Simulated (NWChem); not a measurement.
Total energies of H3Ga

```
Ga
H 1 1.5807
H 1 1.5807 2 120.00
H 1 1.5807 2 120.00 3 180.00
```
Charge 0, spin multiplicity 1.

Program: NWChem. The geometry was optimised at PBE/def2-SVP, a minimum by its harmonic frequencies.

Basis set: def2-SVP (47 functions).

```
method   total energy (Ha)
-------  -----------------
RHF            -1924.71386
MP2            -1924.93940
B2PLYP         -1925.99273
PBE            -1926.06536
B3LYP          -1926.42608
PBE0           -1926.11159
CCSD(T)        -1924.95449
```

Total energies of different functionals aren't comparable as a measure of quality: only differences taken within one method are. 

The Hamiltonian is non-relativistic. The correlated methods keep 9 core orbitals frozen. B3LYP has NWChem's definition, with VWN1-RPA local correlation. The structure started from a generated list of species. Coupled-cluster values serve here as a point of comparison, not as the truth.
